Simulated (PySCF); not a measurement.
## Name the molecule from its bond curve

A diatomic of charge 0 contains Ga. Its singlet curve at RHF-MP2 in a double-zeta basis (spin-free X2C with a Gaussian nucleus, PySCF), in eV from the separated fragments:

```
R (Å)  E (eV)
1.445  -2.381
1.512  -2.554
1.579  -2.643
1.630  -2.668
1.680  -2.663
1.730  -2.635
1.798  -2.568
1.882  -2.450
1.982  -2.274
2.117  -2.004
```

The fit gives ωe = 1709 cm⁻¹ and the rotational constant Bₑ = 6.268 cm⁻¹.

Which atom is the partner?

The minimum lies at 1.645 Å, so the reduced mass is 16.8576 u Å² cm⁻¹/(Bₑ·Re²) = 0.9939 u. With Ga at 68.93 u the partner weighs about 1.0 u: H. The molecule is GaH.

Correlated steps freeze 9 core orbitals.
